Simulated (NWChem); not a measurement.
System: SiH3O3, doublet; SMILES O[Si](O)O

Output (shortened):

```
             Northwest Computational Chemistry Package (NWChem) 7.3.0
             --------------------------------------------------------

                             Geometry "geometry" -> ""
                             -------------------------

 Output coordinates in angstroms (scale by  1.889725989 to convert to a.u.)

  No.       Tag          Charge          X              Y              Z
 ---- ---------------- ---------- -------------- -------------- --------------
    1 O                    8.0000    -1.47660800    -0.12906700     0.20965000
    2 Si                  14.0000     0.09316600     0.01383800    -0.31614000
    3 O                    8.0000     0.93086700    -1.26559300     0.34861000
    4 O                    8.0000     0.60075600     1.49628200     0.22646700
    5 H                    1.0000    -1.84592000    -1.01776400     0.19901400
    6 H                    1.0000     1.80902100    -1.42385500    -0.01218500
    7 H                    1.0000    -0.04129500     1.95165000     0.78448500

 Effective nuclear repulsion energy (a.u.)     176.2925662652

  xc_inp: hfexch multiplicative factor not found.

                                 NWChem DFT Module
                                 -----------------

 Summary of "ao basis" -> "ao basis" (spherical)
 ------------------------------------------------------------------------------
       Tag                 Description            Shells   Functions and Types
 ---------------- ------------------------------  ------  ---------------------
 O                           6-31g*                  6       14   3s2p1d
 Si                          6-31g*                  8       18   4s3p1d
 H                           6-31g*                  2        2   2s

            General Information
            -------------------
          SCF calculation type: DFT
          Wavefunction type:  spin polarized.
          No. of atoms     :     7
          No. of electrons :    41
           Alpha electrons :    21
            Beta electrons :    20
          Charge           :     0
          Spin multiplicity:     2
          Use of symmetry is: off; symmetry adaption is: off
          Maximum number of iterations: 150
          AO basis - number of functions:    66
                     number of shells:    32
          Convergence on energy requested:  1.00D-06
          Convergence on density requested:  1.00D-05
          Convergence on gradient requested:  5.00D-04

              XC Information
              --------------
                     Hartree-Fock (Exact) Exchange  1.000

      Superposition of Atomic Density Guess
      -------------------------------------

 Sum of atomic energies:        -514.57506183

      Non-variational initial energy
      ------------------------------

 Total energy =    -515.653882
 1-e energy   =   -1061.544476
 2-e energy   =     369.598027
 HOMO         =      -0.154627
 LUMO         =       0.095525

     ---------------------------------------------
      Total Density - Mulliken Population Analysis
     ---------------------------------------------

    Atom       Charge   Shell Charges
 -----------   ------   -------------------------------------------------------
    1 O    8     9.01   2.00  0.94  3.13  0.90  2.04  0.01
    2 Si  14    12.64   2.00  2.00  5.97  0.81  0.96  0.42  0.24  0.24
    3 O    8     9.00   2.00  0.94  3.12  0.90  2.04  0.01
    4 O    8     9.00   2.00  0.94  3.13  0.89  2.04  0.01
    5 H    1     0.45   0.35  0.10
    6 H    1     0.45   0.35  0.10
    7 H    1     0.45   0.35  0.11

     --------------------------------------------
      Spin Density - Mulliken Population Analysis
     --------------------------------------------

    Atom       Charge   Shell Charges
 -----------   ------   -------------------------------------------------------
    1 O    8     0.06   0.00  0.01  0.05 -0.01  0.01  0.00
    2 Si  14     0.79   0.00  0.00  0.00  0.17  0.17  0.35  0.09  0.01
    3 O    8     0.07   0.00  0.01  0.07 -0.01  0.01  0.00
    4 O    8     0.05   0.00  0.01  0.04 -0.01  0.00  0.00
    5 H    1     0.01   0.00  0.01
    6 H    1     0.01   0.00  0.01
    7 H    1     0.02   0.00  0.01

   convergence    iter        energy       DeltaE   RMS-Dens  Diis-err
 ---------------- ----- ----------------- --------- --------- ---------
 d= 0,ls=0.0,diis     1   -515.2110201458 -6.92D+02  6.60D-03  2.47D-01
                                                     4.88D-03  2.45D-01
 d= 0,ls=0.0,diis     2   -515.2974177017 -8.64D-02  2.31D-03  7.63D-02
                                                     1.92D-03  7.26D-02
 d= 0,ls=0.0,diis     3   -515.3268582507 -2.94D-02  1.47D-03  2.11D-03
                                                     5.44D-04  1.69D-03
 d= 0,ls=0.0,diis     4   -515.3289064700 -2.05D-03  5.84D-04  1.27D-04
                                                     2.02D-04  9.72D-05
 d= 0,ls=0.0,diis     5   -515.3291241838 -2.18D-04  2.12D-04  1.60D-05
                                                     9.66D-05  1.87D-05
  Resetting Diis
 d= 0,ls=0.0,diis     6   -515.3291573970 -3.32D-05  6.15D-05  3.84D-06
                                                     3.90D-05  4.75D-06
 d= 0,ls=0.0,diis     7   -515.3291628380 -5.44D-06  1.26D-05  8.06D-07
                                                     1.28D-05  9.28D-07
 d= 0,ls=0.0,diis     8   -515.3291637617 -9.24D-07  7.11D-06  2.71D-07
                                                     8.32D-06  3.97D-07

         Total DFT energy =     -515.329163761701
      One electron energy =    -1064.955722346778
           Coulomb energy =      419.679968951910
    Exchange-Corr. energy =      -46.345976632059
 Nuclear repulsion energy =      176.292566265226

 Numeric. integr. density =        0.000000000000

                    DFT Final Alpha Molecular Orbital Analysis
                    ------------------------------------------

 Vector   19  Occ=1.000000D+00  E=-5.240865D-01
              MO Center= -6.2D-01, -4.2D-01,  2.3D-01, r^2= 2.3D+00
   Bfn.  Coefficient  Atom+Function         Bfn.  Coefficient  Atom+Function
  ----- ------------  ---------------      ----- ------------  ---------------
     5      0.452188  1 O  pz                 9      0.364160  1 O  pz
    37     -0.262486  3 O  pz                36     -0.214075  3 O  py
     3      0.208264  1 O  px                41     -0.209280  3 O  pz
    40     -0.174035  3 O  py                 7      0.165642  1 O  px
    51     -0.090629  4 O  pz                55     -0.079930  4 O  pz

 Vector   20  Occ=1.000000D+00  E=-4.991001D-01
              MO Center=  5.0D-01,  2.7D-01,  2.4D-01, r^2= 2.8D+00
   Bfn.  Coefficient  Atom+Function         Bfn.  Coefficient  Atom+Function
  ----- ------------  ---------------      ----- ------------  ---------------
    51      0.335872  4 O  pz                36     -0.304906  3 O  py
    50     -0.289667  4 O  py                55      0.269644  4 O  pz
    40     -0.240125  3 O  py                54     -0.227051  4 O  py
    37     -0.186537  3 O  pz                35     -0.166235  3 O  px
    41     -0.155924  3 O  pz                 5     -0.133635  1 O  pz

 Vector   21  Occ=1.000000D+00  E=-3.418343D-01
              MO Center=  1.7D-01, -5.7D-02, -7.8D-01, r^2= 2.3D+00
   Bfn.  Coefficient  Atom+Function         Bfn.  Coefficient  Atom+Function
  ----- ------------  ---------------      ----- ------------  ---------------
    24      0.550148  2 Si s                 23     -0.471291  2 Si pz
    20      0.317958  2 Si s                 37      0.214293  3 O  pz
    41      0.213569  3 O  pz                 9      0.202034  1 O  pz
     5      0.194357  1 O  pz                27     -0.195205  2 Si pz
    52     -0.172120  4 O  s                 55      0.168315  4 O  pz

 Vector   22  Occ=0.000000D+00  E= 1.711686D-01
              MO Center=  3.3D-01, -6.7D-02, -5.1D-01, r^2= 4.9D+00
   Bfn.  Coefficient  Atom+Function         Bfn.  Coefficient  Atom+Function
  ----- ------------  ---------------      ----- ------------  ---------------
    25      1.139966  2 Si px                 6      0.632384  1 O  s
    52     -0.424436  4 O  s                 38     -0.342470  3 O  s
    66      0.244436  7 H  s                 39     -0.240199  3 O  px
    64      0.216837  6 H  s                 21      0.202189  2 Si px
    26      0.170615  2 Si py                40     -0.143478  3 O  py

 Vector   23  Occ=0.000000D+00  E= 1.880996D-01
              MO Center=  2.0D-01, -3.6D-01, -5.3D-01, r^2= 5.2D+00
   Bfn.  Coefficient  Atom+Function         Bfn.  Coefficient  Atom+Function
  ----- ------------  ---------------      ----- ------------  ---------------
    26      1.198683  2 Si py                38      0.754787  3 O  s
    52     -0.524071  4 O  s                 64     -0.353403  6 H  s
     8     -0.258899  1 O  py                41     -0.162602  3 O  pz
    22      0.156639  2 Si py                25     -0.138997  2 Si px
    53      0.134354  4 O  px                 4     -0.128754  1 O  py

 Vector   24  Occ=0.000000D+00  E= 2.042025D-01
              MO Center= -4.1D-01,  1.2D-01,  5.3D-01, r^2= 5.3D+00
   Bfn.  Coefficient  Atom+Function         Bfn.  Coefficient  Atom+Function
  ----- ------------  ---------------      ----- ------------  ---------------
     6      0.755528  1 O  s                 62     -0.688336  5 H  s
    52      0.660291  4 O  s                 24     -0.647496  2 Si s
    27     -0.534009  2 Si pz                64     -0.518023  6 H  s
    66     -0.498119  7 H  s                 38      0.441042  3 O  s
    26     -0.290012  2 Si py                53     -0.225323  4 O  px

                     DFT Final Beta Molecular Orbital Analysis
                     -----------------------------------------

 Vector   18  Occ=1.000000D+00  E=-5.297383D-01
              MO Center= -1.9D-01,  4.3D-01,  2.0D-01, r^2= 2.8D+00
   Bfn.  Coefficient  Atom+Function         Bfn.  Coefficient  Atom+Function
  ----- ------------  ---------------      ----- ------------  ---------------
     3      0.324771  1 O  px                49      0.324932  4 O  px
    53      0.253305  4 O  px                 7      0.235161  1 O  px
    51      0.222290  4 O  pz                55      0.173478  4 O  pz
    37      0.170347  3 O  pz                 5      0.166028  1 O  pz
     4     -0.139353  1 O  py                35      0.139202  3 O  px

 Vector   19  Occ=1.000000D+00  E=-5.064850D-01
              MO Center= -5.0D-01, -5.1D-01,  2.5D-01, r^2= 2.4D+00
   Bfn.  Coefficient  Atom+Function         Bfn.  Coefficient  Atom+Function
  ----- ------------  ---------------      ----- ------------  ---------------
     5      0.469677  1 O  pz                 9      0.390165  1 O  pz
    37     -0.323611  3 O  pz                41     -0.265422  3 O  pz
    36     -0.156144  3 O  py                40     -0.134200  3 O  py
    35     -0.108734  3 O  px                39     -0.094641  3 O  px
    51     -0.084009  4 O  pz                55     -0.073541  4 O  pz

 Vector   20  Occ=1.000000D+00  E=-4.916690D-01
              MO Center=  4.6D-01,  4.4D-01,  2.3D-01, r^2= 2.7D+00
   Bfn.  Coefficient  Atom+Function         Bfn.  Coefficient  Atom+Function
  ----- ------------  ---------------      ----- ------------  ---------------
    51      0.368614  4 O  pz                55      0.302677  4 O  pz
    36     -0.268146  3 O  py                50     -0.268368  4 O  py
    54     -0.215186  4 O  py                40     -0.213053  3 O  py
    37     -0.184166  3 O  pz                41     -0.156788  3 O  pz
     5     -0.154179  1 O  pz                35     -0.147742  3 O  px

 Vector   21  Occ=0.000000D+00  E= 7.085040D-02
              MO Center=  2.2D-01, -7.0D-02, -1.1D+00, r^2= 2.8D+00
   Bfn.  Coefficient  Atom+Function         Bfn.  Coefficient  Atom+Function
  ----- ------------  ---------------      ----- ------------  ---------------
    24      0.913508  2 Si s                 27     -0.379235  2 Si pz
    52     -0.310196  4 O  s                 38     -0.264101  3 O  s
    23     -0.228701  2 Si pz                 6     -0.212821  1 O  s
    41      0.201679  3 O  pz                66      0.183239  7 H  s
     9      0.166065  1 O  pz                16     -0.163842  2 Si s

 Vector   22  Occ=0.000000D+00  E= 2.009318D-01
              MO Center=  2.4D-01, -2.7D-01, -4.2D-01, r^2= 5.5D+00
   Bfn.  Coefficient  Atom+Function         Bfn.  Coefficient  Atom+Function
  ----- ------------  ---------------      ----- ------------  ---------------
    25      1.076942  2 Si px                 6      0.695756  1 O  s
    38     -0.436342  3 O  s                 64      0.381481  6 H  s
    52     -0.360480  4 O  s                 62     -0.297836  5 H  s
    39     -0.281062  3 O  px                66      0.222406  7 H  s
    35     -0.140136  3 O  px                 9     -0.136614  1 O  pz

 Vector   23  Occ=0.000000D+00  E= 2.102667D-01
              MO Center=  9.9D-03, -8.1D-01,  1.4D-01, r^2= 5.4D+00
   Bfn.  Coefficient  Atom+Function         Bfn.  Coefficient  Atom+Function
  ----- ------------  ---------------      ----- ------------  ---------------
    38      0.792079  3 O  s                 64     -0.673708  6 H  s
     6      0.630128  1 O  s                 62     -0.622383  5 H  s
    27     -0.569133  2 Si pz                26      0.484467  2 Si py
    24     -0.391964  2 Si s                  8     -0.307927  1 O  py
    66     -0.223660  7 H  s                 55      0.188916  4 O  pz

     ---------------------------------------------
      Total Density - Mulliken Population Analysis
     ---------------------------------------------

    Atom       Charge   Shell Charges
 -----------   ------   -------------------------------------------------------
    1 O    8     8.90   2.00  0.88  2.91  0.98  2.11  0.02
    2 Si  14    12.78   2.00  2.00  5.98  0.74  1.25  0.24  0.22  0.35
    3 O    8     8.88   2.00  0.89  2.90  0.97  2.10  0.02
    4 O    8     8.89   2.00  0.88  2.91  0.97  2.11  0.02
    5 H    1     0.52   0.45  0.07
    6 H    1     0.52   0.45  0.07
    7 H    1     0.52   0.44  0.07

[...]

                     NWChem Electrostatic Potential Fit Module
                     -----------------------------------------

 Atom parameters

 Number of atoms is                                    7
 Number of basis functions is                         66

 Grid parameters

 Maximum number of grid points is                  32575
 Number of grid points is                          32574
 Grid range                                     0.300000 nm
 Grid spacing                                   0.020000 nm
 Probe radius                                   0.070000 nm
 Atom radius factor                             1.000000

 Atomic radii

    1    0.100000
    8    0.136000
   14    0.187000
 FASTESP  F
  using M.O. file = ./job.movecs

    Atom              Coordinates                           Charge

                                                  ESP

    1 O    -0.147661   -0.012907    0.020965   -0.644406
    2 Si    0.009317    0.001384   -0.031614    0.640645
    3 O     0.093087   -0.126559    0.034861   -0.594246
    4 O     0.060076    0.149628    0.022647   -0.672630
    5 H    -0.184592   -0.101776    0.019901    0.415293
    6 H     0.180902   -0.142386   -0.001219    0.387779
    7 H    -0.004130    0.195165    0.078449    0.467566
                                            ------------
                                                0.000000

 Dipole moment                                  0.641076

 Quadrupole moment Qxx                          0.648407
                   Qyy                          0.812584
                   Qzz                         -1.460991

 RMS deviation kJ/mol                           0.105764

 RRMS %                                        32.581717
```

Level: UHF/6-31G* (spherical d). The geometry was optimised at PBE0/def2-SVP, spin-unrestricted. No stability test was run on the SCF state.

Write an input that gives this output.

Several could match; the one computed here: the input that was run:
```
start job
memory heap 200 mb stack 900 mb global 1100 mb
geometry units angstroms noautosym nocenter noautoz
  O     -1.476608    -0.129067     0.209650
  Si     0.093166     0.013838    -0.316140
  O      0.930867    -1.265593     0.348610
  O      0.600756     1.496282     0.226467
  H     -1.845920    -1.017764     0.199014
  H      1.809021    -1.423855    -0.012185
  H     -0.041295     1.951650     0.784485
end
basis spherical
  * library 6-31g*
end
dft
  odft
  mult 2
  xc hfexch
  iterations 150
  mulliken
end
task dft energy
esp
  recalculate
  probe 0.07
  range 0.3
  factor 1.0
  spacing 0.02
end
task esp
```
